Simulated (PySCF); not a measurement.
Radial density of O³⁺ (oxygen, charge +3)

UHF, [He] 2s2 2p1, 2P determinant. Computed with PySCF 2.14 in cc-pVDZ (3s2p1d, 14 functions), with no relativity, point nucleus.

```json
{"r (bohr)": "0.00418", "4πr²ρ (e/bohr)": "0.06458", "4πr²(ρα − ρβ)": "0.0000"}
{"r (bohr)": "0.00704", "4πr²ρ (e/bohr)": "0.1754", "4πr²(ρα − ρβ)": "0.0001"}
{"r (bohr)": "0.0118", "4πr²ρ (e/bohr)": "0.4581", "4πr²(ρα − ρβ)": "0.0002"}
{"r (bohr)": "0.0199", "4πr²ρ (e/bohr)": "1.142", "4πr²(ρα − ρβ)": "0.0005"}
{"r (bohr)": "0.0335", "4πr²ρ (e/bohr)": "2.601", "4πr²(ρα − ρβ)": "0.0015"}
{"r (bohr)": "0.0563", "4πr²ρ (e/bohr)": "5.136", "4πr²(ρα − ρβ)": "0.0043"}
{"r (bohr)": "0.0947", "4πr²ρ (e/bohr)": "7.929", "4πr²(ρα − ρβ)": "0.0161"}
{"r (bohr)": "0.159", "4πr²ρ (e/bohr)": "8.183", "4πr²(ρα − ρβ)": "0.0743"}
{"r (bohr)": "0.268", "4πr²ρ (e/bohr)": "4.521", "4πr²(ρα − ρβ)": "0.2869"}
{"r (bohr)": "0.451", "4πr²ρ (e/bohr)": "2.247", "4πr²(ρα − ρβ)": "0.7344"}
{"r (bohr)": "0.758", "4πr²ρ (e/bohr)": "3.259", "4πr²(ρα − ρβ)": "1.0505"}
{"r (bohr)": "1.28", "4πr²ρ (e/bohr)": "1.718", "4πr²(ρα − ρβ)": "0.5153"}
{"r (bohr)": "2.15", "4πr²ρ (e/bohr)": "0.1248", "4πr²(ρα − ρβ)": "0.0249"}
{"r (bohr)": "3.61", "4πr²ρ (e/bohr)": "0.001822", "4πr²(ρα − ρβ)": "0.0007"}
```
